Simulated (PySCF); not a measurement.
Species: C8H17P.
SMILES with atom numbers: `[CH3:1][CH:2]=[P@@:3]1([CH2:4][CH3:5])[CH2:6][CH2:7][C@@H:8]1[CH3:9]`

Definitions: NICS(0) = −σiso at the ring centroid; NICS(1) = −σiso and NICS(1)zz = −σzz at ±1 Å along the ring normal z. Level: GIAO PBE0/pcSseg-1 (PySCF, non-relativistic, gas phase) on the GFN2-xTB geometry, one conformer.

Ring bond lengths (Å), with Mayer bond orders in brackets: P3–C6 1.844 (0.96), C6–C7 1.540 (1.00), C7–C8 1.537 (0.98), C8–P3 1.950 (0.74).

What do the NICS probes read (ppm)?

```csv
ring,type,NICS(0),"NICS(1), two faces","NICS(1)zz, two faces",rms pucker (Å),"centre to ring atoms, mean (Å)"
P3–C6–C7–C8,4-membered ring with P; formal bonds all single,-4.6,-2.5 / -2.9,0.3 / -0.1,0.12,1.21
```

What do they say, and how far can they be read as aromaticity?

- P3–C6–C7–C8: mean NICS(1)zz 0.1 ppm, near zero. P3, C6, C7, C8 have four or more neighbours, and the NICS criterion for π rings isn't applied.

List the ring angles and the Hirshfeld charges of the ring atoms.

- P3–C6–C7–C8: P3 75.7° (+0.343 e), C6 92.6° (-0.113 e), C7 98.4° (-0.078 e), C8 88.7° (-0.071 e); sum 355.5° against 360° for a flat convex ring.

How shielded are the nuclei of the rings and their hydrogens (means over atoms taken as equivalent)?

```csv
atoms,environment,σ isotropic (ppm),"principal values of the symmetric part, first atom (ppm)"
P3,phosphorus bonded to 4 C,302.2,"184.7, 304.0, 417.9"
C6,sp3 carbon bound to phosphorus,155.7,"119.0, 160.3, 188.0"
C7,four-membered-ring carbon,165.0,"152.2, 162.8, 180.2"
C8,sp3 carbon bound to phosphorus,125.9,"89.4, 124.2, 164.2"
H on C6,methylene hydrogen,29.49,"25.9, 28.2, 34.3"
H on C6,methylene hydrogen,29.48,"25.6, 27.5, 35.3"
H on C7,methylene hydrogen,30.77,"28.0, 28.8, 35.5"
H on C7,methylene hydrogen,29.86,"25.9, 26.6, 37.2"
H on C8,methine hydrogen,29.41,"27.1, 29.0, 32.2"
```

The values belong to the conformer `[CH3:1][CH:2]=[P@@:3]1([CH2:4][CH3:5])[CH2:6][CH2:7][C@@H:8]1[CH3:9]`: C2–P3–C4–C5 44°.
